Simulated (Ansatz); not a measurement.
```yaml
crystal:
  periodic: [false, false, false]
  atoms:
    - {symbol: Er, position_ang: [-0.001084, -0.001553, 0.000934]}
    - {symbol: O, position_ang: [0.169333, 0.185874, 2.292912]}
    - {symbol: H, position_ang: [0.154004, 1.008527, 2.838179]}
    - {symbol: H, position_ang: [0.274893, -0.538064, 2.955564]}
    - {symbol: O, position_ang: [-0.162110, -0.188730, -2.291592]}
    - {symbol: H, position_ang: [-0.266294, 0.535017, -2.954667]}
    - {symbol: H, position_ang: [-0.142656, -1.011435, -2.836718]}
    - {symbol: O, position_ang: [2.291148, 0.168799, -0.178943]}
    - {symbol: H, position_ang: [2.951037, 0.278819, 0.546836]}
    - {symbol: H, position_ang: [2.839282, 0.149268, -0.999584]}
    - {symbol: O, position_ang: [-2.294528, -0.163295, 0.179420]}
    - {symbol: H, position_ang: [-2.842938, -0.143397, 0.999915]}
    - {symbol: H, position_ang: [-2.954836, -0.267979, -0.546791]}
    - {symbol: O, position_ang: [-0.182212, 2.290376, -0.174135]}
    - {symbol: H, position_ang: [-1.003859, 2.837198, -0.162160]}
    - {symbol: H, position_ang: [0.543363, 2.951333, -0.278698]}
    - {symbol: O, position_ang: [0.177881, -2.294136, 0.173029]}
    - {symbol: H, position_ang: [-0.548699, -2.953783, 0.279287]}
    - {symbol: H, position_ang: [0.998275, -2.842820, 0.157231]}
basis:
  gaussian: {orbitals: def2-SVP, point_charges: [{charge: 2.00, position_ang: [6.579, -0.044, 0.750]}]}
total_charge: 3
magnetization: {spin_polarized: true, initial_magnetization: 3}
hamiltonian: {xc: {name: B3LYP}, dispersion: d3bjatm}
scf: {omitted_lower_state_checks: [starts]}
output: {forces: true}
```

```sh
$ ansatz run in.yaml --threads 4 --pin off --events-out ev --progress --plain --max-ram 6963MiB
```

Output, abridged:

```
Functional definition: B3LYP
basis functions trapped inside cores are left out: 1
1971 factors; integrals over basis functions are off by at most 1.5e-3 eV
mean field evaluation 1: about -39873.1325 eV, gradient 3.5e2 eV
mean field evaluation 2: about -35913.4216 eV, gradient 1.2e3 eV
mean field evaluation 4: about -37937.3746 eV, gradient 7.9e2 eV
mean field evaluation 8: about -39922.9877 eV, gradient 3.1e2 eV
mean field evaluation 16: about -40066.2477 eV, gradient 2.3e-2 eV
mean field evaluation 32: about -40066.2478 eV, gradient 2.2e-6 eV
mean field -40066.24782030 eV, -1472.4074495180 hartree, gradient 1.1e-8 eV, S^2 3.751925; 0 other end points of the search recorded, 0 dependent functions left out
reference -40066.24823789 eV, -1472.4074648639 hartree; 50, 47 occupied and 174, 177 virtual orbitals, 1971 factors
Total energy: -40066.86361132 eV, -1472.4300794205 hartree
Atom 0 at    -0.001084    -0.001553     0.000934 Å, force    -1.888854    -0.009840    -0.132189 eV/Å
Atom 1 at     0.169333     0.185874     2.292912 Å, force     0.413564     0.015537     0.288873 eV/Å
Atom 2 at     0.154004     1.008527     2.838179 Å, force    -0.209888    -0.201874    -0.118876 eV/Å
Atom 3 at     0.274893    -0.538064     2.955564 Å, force    -0.260863     0.189321    -0.150268 eV/Å
Atom 4 at    -0.162110    -0.188730    -2.291592 Å, force     0.269006    -0.019402    -0.161579 eV/Å
Atom 5 at    -0.266294     0.535017    -2.954667 Å, force    -0.116139    -0.165883     0.133391 eV/Å
Atom 6 at    -0.142656    -1.011435    -2.836718 Å, force    -0.156638     0.193318     0.106846 eV/Å
Atom 7 at     2.291148     0.168799    -0.178943 Å, force     1.662836     0.002832     0.093092 eV/Å
Atom 8 at     2.951037     0.278819     0.546836 Å, force    -1.096562     0.040410    -0.367939 eV/Å
Atom 9 at     2.839282     0.149268    -0.999584 Å, force    -0.738021     0.054319     0.068832 eV/Å
Atom 10 at    -2.294528    -0.163295     0.179420 Å, force     0.080620    -0.005212     0.025823 eV/Å
Atom 11 at    -2.842938    -0.143397     0.999915 Å, force     0.076098    -0.000892    -0.175729 eV/Å
Atom 12 at    -2.954836    -0.267979    -0.546791 Å, force     0.102406     0.022581     0.130325 eV/Å
Atom 13 at    -0.182212     2.290376    -0.174135 Å, force     0.308376     0.198509     0.009998 eV/Å
Atom 14 at    -1.003859     2.837198    -0.162160 Å, force     0.067033    -0.102177    -0.013474 eV/Å
Atom 15 at     0.543363     2.951333    -0.278698 Å, force    -0.421603    -0.132314    -0.002125 eV/Å
Atom 16 at     0.177881    -2.294136     0.173029 Å, force     0.396276    -0.223380     0.048277 eV/Å
Atom 17 at    -0.548699    -2.953783     0.279287 Å, force     0.036241     0.114368    -0.034033 eV/Å
Atom 18 at     0.998275    -2.842820     0.157231 Å, force    -0.518714     0.084016    -0.025361 eV/Å
Dipole moment:    -0.365546    -0.001088    -0.048731 e Å
Checks for a lower state left out: starts
```

Hardware: 4 threads of Intel Xeon on a shared host. Wall time 4.5 min, peak host memory 1.5 GiB.

In the def2 sets Er takes a core potential; there is no spin–orbit coupling. B3LYP takes the VWN-RPA correlation. With an open 4f shell the SCF may have ended on a state above the lowest.

The dipole of an ion depends on the origin.
